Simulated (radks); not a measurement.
Results of a calculation; reference values are marked as such.
Task: The table gives one normalised radial function P(r) = r R(r) (large component) of K+ in [Ar] (r in bohr). Level of theory: Dirac Kohn-Sham, PBEsol, spin-unpolarised, spherical densities, point nucleus (a radial shooting solver on a logarithmic mesh with Libxc functionals).

r	P
0.007726	0.0135
0.01107	0.0261
0.01587	0.0501
0.02275	0.0949
0.03261	0.1757
0.04637	0.3102
0.06646	0.5282
0.09526	0.8387
0.1365	1.2096
0.1957	1.5321
0.2805	1.6294
0.3989	1.3826
0.5717	0.8612
0.8195	0.3560
1.175	0.0846
1.684	0.0094
2.394	0.0004
3.431	0.0000
4.918	0.0000

Which n and l does it have? It may be an empty orbital.

Result: n = 2, l = 1: the number of nodes gives n - l - 1 = 0, the rise at small r points to l (for j = l - 1/2 the large component starts as r^gamma with gamma = sqrt(l^2 - (Z/c)^2) = 0.99 and the r^(l+1) term takes over further out; the orbital of l - 1 with the same j starts with the same power, but with a larger coefficient, and does not steepen), and the extent must fit the shell. The curve is that of 2p1/2; the two j differ most near the nucleus, where j = l - 1/2 has the larger amplitude, and in heavy atoms j = l - 1/2 is also the more compact. 2p1/2: eigenvalue -287.88 eV, 0 radial nodes, <r> = 0.349 bohr, 90 % of the charge inside 0.578 bohr.
